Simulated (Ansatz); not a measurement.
Isolated molecules relaxed with PBE0-D4/def2-TZVP in Ansatz; ΔE leaves out vibrations. CBS: MP2 limit from def2 TZ/QZ plus the TZ coupled-cluster correction, frozen cores. This one scheme is used for every species. Triplets are unrestricted, without spin–orbit coupling.

`N#CC[SiH3]` → `[CH2]` (triplet) + `N#C[SiH3]`  (formal loss of a carbene)

```tsv
species	SCS-MP2/def2-QZVPP energy (Eh)
`N#CC[SiH3]`	-422.78416
`[CH2]` (triplet)	-39.06703
`N#C[SiH3]`	-383.55214
```

Q: Work out ΔE.

A: ΔE = (-39.06703) + (-383.55214) − (-422.78416) = 0.16499 Eh = +433.2 kJ/mol. CCSD(T)/CBS gives +425.0 kJ/mol.

Largest T1 diagnostic among the species: 0.013.

From PBE to PBE0 (25 % exact exchange), in def2-TZVPP and without D4, ΔE moves by −7.3 kJ/mol. The D4 term adds +9.9 kJ/mol with B3LYP and +5.3 kJ/mol with PBE0; it sums over pairs of atoms, weighted by their polarisabilities, and B3LYP, whose exchange is more repulsive, gets the larger term.

B3LYP here is the variant with VWN-RPA as its local correlation; programs differ in this.
